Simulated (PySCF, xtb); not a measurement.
AsF2H3Si, SMILES [AsH2][SiH](F)F.

Geometry: B3LYP-D3(BJ)/def2-SVP.

These are PySCF 2.14.0 with C-PCM-M06-2X/def2-SVP values and carry that method's errors.

The values are the electrostatic part of the solvation free energy, E(continuum) − E(gas) at the gas-phase geometry, in a cavity of scaled van der Waals radii (PySCF's table); cavitation and dispersion terms are not included. In vacuum the orbital gap is 9.92 eV. The dipole moment in vacuum is 2.09 D.

Computed values in water (ε = 78.36), diethylether (ε = 4.24), 2-propanol (ε = 19.26):
```
solvent           ε  ΔG(elec) (kcal/mol)  dipole (D)  gap (eV)
------------  -----  -------------------  ----------  --------
water         78.36                 -3.1        2.69     10.00
diethylether   4.24                 -2.4        2.52      9.98
2-propanol    19.26                 -3.0        2.66     10.00
```

For comparison, GFN2-xTB/ALPB(water) (xtb, at the GFN2-xTB geometry, all terms of that model) gives -1.1 kcal/mol.
